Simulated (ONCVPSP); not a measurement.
**Transferability test, ONCV potential for Cu**

```
Element                 : Cu
Generator               : ONCVPSP 4.0.1
Type                    : optimised norm-conserving Vanderbilt (ONCV)
Functional              : PBEsol
Relativity              : scalar-relativistic
Frozen core             : [Ne]
Valence charge          : 19
Reference configuration : 3s2 3p6 3d10 4s1
Partial waves           : 3s+4s: rc 1.05 bohr, ncon 4, nbas 8, qcut 14.7 1/bohr, 2 projectors; 3p: rc 0.75 bohr, ncon 5, nbas 9, qcut 11 1/bohr, 3 projectors, debl 1.4 Ha; 3d: rc 1.30 bohr, ncon 4, nbas 8, qcut 11.3 1/bohr, 2 projectors, debl 1.9 Ha
Local potential         : polynomial inside 0.55 bohr (lpopt 5, dvloc0 0 Ha)
Core correction         : Teter function, fcfact 4.25, rcfact 1.15
```

In the p channel the program set the typed energies aside and used -2.646, 0.250, 1.650 Ha.

Energies are relative to the spin-unpolarised reference configuration 3s2 3p6 3d10 4s1; without spin polarisation the order of configurations can differ from experiment. Not all tests gave a result: 1 of 4 tests not solved or not reliable.

```csv
valence configuration,charge,ΔE all-electron (eV),error AE − PS (meV)
3s2 3p6 3d10 4s0,+1,8.106,+4.7
3s2 3p6 3d9 4s0,+2,29.419,+1.6
3s2 3p6 3d9 4s2,0,1.987,+18
```

Levels in the configuration 3s2 3p6 3d9 4s0:

```json
{"level": "3s", "all-electron (eV)": "-139.943", "pseudo (eV)": "-139.936"}
{"level": "3p", "all-electron (eV)": "-97.435", "pseudo (eV)": "-97.433"}
{"level": "3d", "all-electron (eV)": "-29.605", "pseudo (eV)": "-29.595"}
```

Note: ghosts flagged at negative energy: p at -820.0 eV; GHOST(+) flagged for s at 548.6 eV. A true bound ghost makes a file unfit for plane-wave use.
